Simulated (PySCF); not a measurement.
H4HfO4, charge +1, doublet, at the geometry of the source list (the multiplicity is a formal guess) (core potentials on Hf); M062X/def2-SV(P) (PySCF).

PySCF was given this input:
```python
from pyscf import gto, scf, dft

mol = gto.Mole()
mol.atom = '''
    Hf    0.031500   -0.213700   -0.035300
    O     1.545400   -0.438800   -1.108700
    H     2.148000    0.313400   -1.132000
    O     0.442700    0.012200    1.773200
    H     0.348700    0.937500    2.029200
    O    -0.617200    1.445100   -0.607300
    H    -1.080800    1.384500   -1.453600
    O    -1.310100   -1.512600   -0.156700
    H    -1.508400   -1.927500    0.691200
'''
mol.basis = 'def2-sv(p)'
mol.ecp = {'Hf': 'def2-sv(p)'}
mol.charge = 1
mol.spin = 1
mol.verbose = 5
mol.build()

mf = dft.UKS(mol)
mf.xc = 'm062x'
mf.kernel()
```

Task: Write the output that PySCF gives for this input, abridged.

Result: 
```
PySCF version 2.14.0

[INPUT] verbose = 5
[INPUT] max_memory = 4000
[INPUT] num. atoms = 9
[INPUT] num. electrons = 47
[INPUT] charge = 1
[INPUT] spin (= nelec alpha-beta = 2S) = 1
[INPUT] symmetry False subgroup None
[INPUT] Mole.unit = angstrom
[INPUT] Symbol           X                Y                Z      unit          X                Y                Z       unit  Magmom
[...]
[INPUT] ---------------- BASIS SET ----------------
[INPUT] l, kappa, [nprim/nctr], expnt,             c_1 c_2 ...
[INPUT] O
[...]
                                340.87010191      -0.03989003923
                                77.363135167      -0.17853911985
                                21.47964494       -0.46427684959
                                6.6589433124      -0.44309745172
[...]
                                3.863550544       0.23094120765
                                1.0480920883      0.51375311064
[...]
[INPUT] H
[...]
                                1.9622572         0.13796524
                                0.44453796        0.47831935
[...]
[INPUT] Hf
[...]
                                11.547491         1.5261602829
[...]
                                5.959979          -0.837135086203
                                1.0921117054      0.505705062862
                                0.49702823217     0.519653886905
[...]
                                1.3077987772      0.18409232564
                                0.53272310298     0.414844235157
                                0.20564954488     0.442243034969
[...]
nuclear repulsion = 219.21513522173
number of shells = 43
number of NR pGTOs = 162
number of NR cGTOs = 89
basis = def2-sv(p)
ecp = {'Hf': 'def2-sv(p)'}

******** <class 'pyscf.dft.uks.UKS'> ********
method = UKS
initial guess = minao
damping factor = 0
level_shift factor = 0
DIIS = <class 'pyscf.scf.diis.CDIIS'>
diis_start_cycle = 1
diis_space = 8
diis_damp = 0
SCF conv_tol = 1e-09
SCF conv_tol_grad = None
SCF max_cycles = 50
direct_scf = True
direct_scf_tol = 1e-13
number electrons alpha = 24  beta = 23
XC library pyscf.dft.libxc version 7.1.2
    S. Lehtola, C. Steigemann, M. J. T. Oliveira, and M. A. L. Marques,  SoftwareX 7, 1–5 (2018)
XC functionals = m062x
    Y. Zhao and D. G. Truhlar,  Theor. Chem. Acc. 120, 215 (2008)
    Y. Zhao and D. G. Truhlar,  Theor. Chem. Acc. 120, 215 (2008)
radial grids:
    Treutler-Ahlrichs [JCP 102, 346 (1995); DOI:10.1063/1.469408] (M4) radial grids

becke partition: Becke, JCP 88, 2547 (1988); DOI:10.1063/1.454033
pruning grids: <function nwchem_prune>
grids dens level: 3
symmetrized grids: False
atomic radii adjust function: <function treutler_atomic_radii_adjust>
small_rho_cutoff = 0
Set gradient conv threshold to 3.16228e-05
Density of valence part of ANO basis will be used as initial guess for Hf
atom Hf rad-grids = 100, ang-grids = [ 50  50  50  50  50  50  50  50  50  50  50  50  50  50  50  50  50  50
  50  50  50  50  50  50  50  50  50  50  50  50  86  86  86  86  86  86
  86  86  86  86  86  86  86  86  86  86 350 350 350 350 350 350 350 350
 350 350 350 434 434 434 434 434 434 434 434 434 434 434 434 434 434 434
 434 434 434 434 434 434 434 434 434 350 350 350 350 350 350 350 350 350
 350 350 350 350 350 350 350 350 350 350]
atom O rad-grids = 75, ang-grids = [ 50  50  50  50  50  50  50  50  50  50  50  50  50  50  50  50  50  50
  50  50  50  50  50  86  86  86  86  86  86  86  86  86 266 266 266 266
 266 266 266 302 302 302 302 302 302 302 302 302 302 302 302 302 302 302
 302 302 302 302 302 266 266 266 266 266 266 266 266 266 266 266 266 266
 266 266 266]
atom H rad-grids = 50, ang-grids = [ 50  50  50  50  50  50  50  50  50  50  50  50  50  50  50  86  86  86
  86 266 266 266 266 266 302 302 302 302 302 302 302 302 302 302 302 302
 302 266 266 266 266 266 266 266 266 266 266 266 266 266]
tot_boxes 2940, boxes in each direction [13 12 12]
Padding 0 grids
tot grids = 119352
nelec by numeric integration = [23.68206301 23.68206301]
E1 = -904.7150425460663  E2 = 347.1221112513029  Ecoul = 387.5599497731896  Exc = -40.43783852188672
init E= -338.377796073033
cond(S) = 300.67984676808277

  alpha mo_energy =
[-2.00557014e+01 -2.00553285e+01 -2.00546675e+01 -2.00543086e+01
 -3.00810973e+00 -1.85551733e+00 -1.84419700e+00 -1.83780134e+00
 -1.51118326e+00 -1.42719474e+00 -1.42501445e+00 -1.41507988e+00
 -8.38621392e-01 -8.35310671e-01 -8.29062748e-01 -8.16749125e-01
 -7.18212559e-01 -7.08071317e-01 -6.92464297e-01 -6.81919943e-01
 -6.76207673e-01 -6.61189100e-01 -6.51516144e-01 -6.47325980e-01
 -2.85864293e-01 -2.68812612e-01 -2.30519891e-01 -2.10254167e-01
 -1.91187986e-01 -1.82292010e-01 -1.07075816e-01 -9.80770057e-02
 -9.37417001e-02 -2.61535893e-02 -4.35643709e-03  8.90098031e-03
  2.58411938e-02  4.56897541e-02  5.67756479e-02  6.00636814e-02
  8.11440312e-02  9.31400446e-02  1.21133564e-01  4.78916904e-01
  4.92077773e-01  5.30545837e-01  5.55677255e-01  5.75745711e-01
  6.19203596e-01  6.34628208e-01  7.59626323e-01  7.74339609e-01
  7.84794786e-01  8.20082271e-01  8.70706274e-01  8.75101100e-01
  8.95359834e-01  9.08182224e-01  9.48078248e-01  9.59394700e-01
  9.75183310e-01  9.88268818e-01  1.03013556e+00  1.13990401e+00
  1.25896425e+00  1.27223389e+00  1.32061308e+00  2.28727036e+00
  2.29348702e+00  2.29719552e+00  2.30594097e+00  2.31224316e+00
  2.31559502e+00  2.32705176e+00  2.35455463e+00  2.35777141e+00
  2.37148149e+00  2.39087033e+00  2.39728141e+00  2.55061430e+00
  2.62241978e+00  2.64937221e+00  2.69338501e+00  2.74533037e+00
  2.74854165e+00  2.75783912e+00  2.76229589e+00  7.11031932e+01
  7.05881935e+02]
  beta  mo_energy =
[-2.00557014e+01 -2.00553285e+01 -2.00546675e+01 -2.00543086e+01
 -3.00810973e+00 -1.85551733e+00 -1.84419700e+00 -1.83780134e+00
 -1.51118326e+00 -1.42719474e+00 -1.42501445e+00 -1.41507988e+00
 -8.38621392e-01 -8.35310671e-01 -8.29062748e-01 -8.16749125e-01
 -7.18212559e-01 -7.08071317e-01 -6.92464297e-01 -6.81919943e-01
[...]
  2.22997778e-02  2.81651915e-02  5.57242947e-02  6.73908525e-02
  7.11885713e-02  9.21703279e-02  1.18468628e-01  4.72158608e-01
  5.00861065e-01  5.21470026e-01  5.57839727e-01  6.22181514e-01
  6.72129118e-01  6.82658649e-01  7.91935801e-01  8.30648283e-01
  8.78756012e-01  8.98319427e-01  9.04103445e-01  9.17938353e-01
  9.34597408e-01  9.55843529e-01  1.00147177e+00  1.01606060e+00
  1.02922338e+00  1.05145332e+00  1.08180683e+00  1.18703971e+00
  1.31485716e+00  1.33904314e+00  1.38140631e+00  2.31356162e+00
  2.34837268e+00  2.36282711e+00  2.39755375e+00  2.40785433e+00
  2.41332585e+00  2.44900412e+00  2.45889828e+00  2.46632848e+00
  2.47454843e+00  2.50440355e+00  2.52019289e+00  2.63754680e+00
  2.72946880e+00  2.75057153e+00  2.77028644e+00  2.80006229e+00
  2.84132715e+00  2.85040174e+00  2.88716595e+00  7.14027367e+01
  7.06682602e+02]
  beta  mo_energy =
[-1.99391898e+01 -1.98685694e+01 -1.98627873e+01 -1.98217416e+01
 -2.81932204e+00 -1.66866988e+00 -1.65579903e+00 -1.65560836e+00
 -1.34683941e+00 -1.29481729e+00 -1.28172724e+00 -1.25268951e+00
 -8.43402561e-01 -7.97135772e-01 -7.80837599e-01 -7.58469355e-01
 -7.16372620e-01 -6.54861798e-01 -6.47427313e-01 -6.38393189e-01
 -6.12763437e-01 -5.92888831e-01 -5.86541984e-01 -4.61850265e-01
 -1.88010617e-01 -1.57160957e-01 -1.32693110e-01 -1.28924611e-01
 -1.19140611e-01 -1.16427595e-01 -9.34913244e-02 -8.10315102e-02
 -7.60511427e-02 -3.09334508e-02 -1.17846520e-02  1.30954387e-02
  2.86133529e-02  3.07955721e-02  6.29616067e-02  7.57622504e-02
  7.85239115e-02  1.01106845e-01  1.24999370e-01  4.75454242e-01
  5.02892341e-01  5.24764139e-01  5.59699585e-01  6.29557041e-01
  6.77662386e-01  6.94261665e-01  8.20750868e-01  8.47628491e-01
  8.88782818e-01  8.98407297e-01  9.20247513e-01  9.38557139e-01
  9.49966776e-01  9.62240342e-01  1.01132399e+00  1.02520287e+00
  1.03974343e+00  1.06078969e+00  1.08819828e+00  1.19712741e+00
  1.32026758e+00  1.34313609e+00  1.38949575e+00  2.35391173e+00
  2.37508967e+00  2.39095037e+00  2.41201339e+00  2.41834856e+00
  2.42893236e+00  2.45699215e+00  2.47068697e+00  2.47681135e+00
  2.48964607e+00  2.51384296e+00  2.52907473e+00  2.65650121e+00
  2.73970964e+00  2.76533751e+00  2.79286738e+00  2.81005649e+00
  2.84977272e+00  2.85907728e+00  2.89018184e+00  7.14035862e+01
  7.06674933e+02]
multiplicity <S^2> = 0.77107163  2S+1 = 2.0209618
nelec by numeric integration = [24.0000049  23.00000787]
E1 = -921.7881728789448  E2 = 351.9892763108345  Ecoul = 393.3841547681756  Exc = -41.39487845734111
cycle= 49 E= -350.58376134638  delta_E= 6.11e-06  |g|= 0.00955  |ddm|= 0.00567
  alpha mo_energy =
[-1.99496552e+01 -1.98790546e+01 -1.98562228e+01 -1.98320017e+01
 -2.81832500e+00 -1.66961390e+00 -1.65607041e+00 -1.65396057e+00
 -1.38337221e+00 -1.31463330e+00 -1.29077753e+00 -1.26607255e+00
 -8.63361671e-01 -8.06710111e-01 -7.82941361e-01 -7.68869369e-01
 -7.67539672e-01 -7.29798431e-01 -6.76566264e-01 -6.61187317e-01
 -6.54904598e-01 -6.47285614e-01 -6.19515416e-01 -6.13161115e-01
 -1.93288609e-01 -1.58998758e-01 -1.41897514e-01 -1.38011234e-01
 -1.30328826e-01 -1.23173295e-01 -9.74086758e-02 -8.71574649e-02
 -7.84635779e-02 -3.59615899e-02 -1.69516567e-02  6.93755003e-03
  2.34908135e-02  2.81643496e-02  5.47814944e-02  6.68355673e-02
  7.09871578e-02  9.19465150e-02  1.18454403e-01  4.73642528e-01
  5.03943125e-01  5.19895946e-01  5.55050795e-01  6.23935320e-01
  6.73486660e-01  6.81639223e-01  7.94202901e-01  8.30106562e-01
  8.77427339e-01  8.98097184e-01  9.02639732e-01  9.17375548e-01
  9.37715180e-01  9.56567049e-01  1.00414657e+00  1.01475537e+00
  1.02735747e+00  1.05121356e+00  1.07993198e+00  1.18878101e+00
  1.31604215e+00  1.33674150e+00  1.38210272e+00  2.31705175e+00
  2.35008707e+00  2.36453025e+00  2.39664067e+00  2.41088884e+00
  2.41814254e+00  2.44233067e+00  2.46275190e+00  2.46851031e+00
  2.47324452e+00  2.50035145e+00  2.51557818e+00  2.63786446e+00
  2.73382401e+00  2.74978401e+00  2.77080709e+00  2.79852764e+00
  2.84229068e+00  2.85443735e+00  2.88021632e+00  7.14018218e+01
  7.06681723e+02]
  beta  mo_energy =
[-1.99374851e+01 -1.98727484e+01 -1.98521465e+01 -1.98292997e+01
 -2.81994042e+00 -1.66955189e+00 -1.65705632e+00 -1.65486050e+00
 -1.34557588e+00 -1.29478269e+00 -1.27754673e+00 -1.25689609e+00
 -8.41845285e-01 -7.97002363e-01 -7.76508950e-01 -7.63785162e-01
 -7.20763247e-01 -6.53831625e-01 -6.47252418e-01 -6.38799713e-01
 -6.12305739e-01 -5.95500434e-01 -5.88116516e-01 -4.53189719e-01
 -1.87335167e-01 -1.57110870e-01 -1.32335915e-01 -1.29570339e-01
 -1.18735427e-01 -1.16849392e-01 -9.34610775e-02 -8.13204771e-02
 -7.64091808e-02 -3.10966423e-02 -1.10064568e-02  1.26415080e-02
  2.96895019e-02  3.09967293e-02  6.18037674e-02  7.60943952e-02
  7.84408483e-02  1.01289944e-01  1.24644538e-01  4.76904566e-01
  5.05980944e-01  5.23259294e-01  5.57041265e-01  6.30451308e-01
  6.78051398e-01  6.93986852e-01  8.19357983e-01  8.49282081e-01
  8.88958202e-01  8.98083922e-01  9.20718056e-01  9.38132587e-01
  9.50911992e-01  9.63214602e-01  1.01337548e+00  1.02415446e+00
  1.03748972e+00  1.06047830e+00  1.08729010e+00  1.19858130e+00
  1.32095566e+00  1.34108663e+00  1.39033880e+00  2.35564390e+00
  2.37829662e+00  2.38916744e+00  2.41285509e+00  2.41912300e+00
  2.43170934e+00  2.45195934e+00  2.47398560e+00  2.47727851e+00
  2.48784623e+00  2.51119424e+00  2.52684406e+00  2.65818995e+00
  2.74296138e+00  2.76498841e+00  2.79407269e+00  2.80990139e+00
  2.85249635e+00  2.86054052e+00  2.88485716e+00  7.14027211e+01
  7.06674196e+02]
multiplicity <S^2> = 0.77162357  2S+1 = 2.0215079
nelec by numeric integration = [24.00000485 23.00000769]
E1 = -921.7987756037551  E2 = 351.9998295387361  Ecoul = 393.39435619389366  Exc = -41.39452665515758
cycle= 50 E= -350.583810843289  delta_E= -4.95e-05  |g|= 0.0201  |ddm|= 0.142
SCF not converged.
SCF energy = -350.583810843289 after 50 cycles  <S^2> = 0.77162357  2S+1 = 2.0215079
```

Convergence was not reached.
